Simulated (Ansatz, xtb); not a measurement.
## Relative energy of two isomers of AlBFHSe

Structure X: `[F][Al]1[BH][Se]1`, a singlet. Structure Y: `[F][AlH][B]=[Se]`, a singlet. Both are isolated molecules in the gas phase, relaxed with PBE0-D3(BJ)/def2-SVP; the shapes shown needn't be the lowest conformers.

X (Å):

```xyz
5

Al   -2.2521   -2.6611    2.0436
B    -1.6026   -1.3721    0.6689
F    -3.0291   -3.7279    3.0427
Se   -0.1440   -1.6885    1.9434
H    -1.5683   -0.6510   -0.2909
```

Y (Å):

```xyz
5

Al   -2.4701   -2.0290    1.0942
B    -0.5868   -1.9696    2.0160
F    -3.3072   -3.4678    1.1604
Se    0.9773   -1.8921    2.7721
H    -3.1630   -0.8290    0.3435
```

**Question.** Estimate E(Y) − E(X) at the level CCSD(T)/def2-TZVP.

**Answer.** Too close to call at this level: CCSD(T)/def2-TZVP gives E(Y) − E(X) = −0.08 kJ/mol.

The same difference at several levels:

```csv
level,geometry,E(Y) − E(X) (kJ/mol),departure from the last row (kJ/mol),"job, with rough time for the two"
PBE0-D3(BJ)/def2-SVP,PBE0-D3(BJ)/def2-SVP,+18.41,+18.49,"optimisation, 44 s"
HF/def2-TZVP,PBE0-D3(BJ)/def2-SVP,−11.06,−10.98,part of the CCSD(T) run
MP2/def2-TZVP,PBE0-D3(BJ)/def2-SVP,+3.21,+3.29,part of the CCSD(T) run
CCSD(T)/def2-TZVP,PBE0-D3(BJ)/def2-SVP,−0.08,,"single point, 1.7 min"
```

As drawn, Y has 1 B=Se, 1 Al–H in place of 1 B–Se, 1 Al–Se, 1 B–H. Structure X has a 3-membered ring, Y no ring.

The largest departure from CCSD(T)/def2-TZVP is that of PBE0-D3(BJ)/def2-SVP, 18.49 kJ/mol. Levels run at GFN2-xTB geometries aren't shown.

With harmonic frequencies from PBE0-D3(BJ)/def2-SVP (ideal gas, rigid rotor, one conformer each, 298.15 K, 1 atm): on the last row, ΔE + ΔZPE = −5.53, ΔH = −4.46, ΔG = −7.92 kJ/mol.

The correlated steps freeze 16 core orbitals; the filled d shell of Se is correlated, in a basis made for valence electrons. Run with Ansatz 0.2.0; the last row on 1 thread of Arm Neoverse V2 on a shared host.
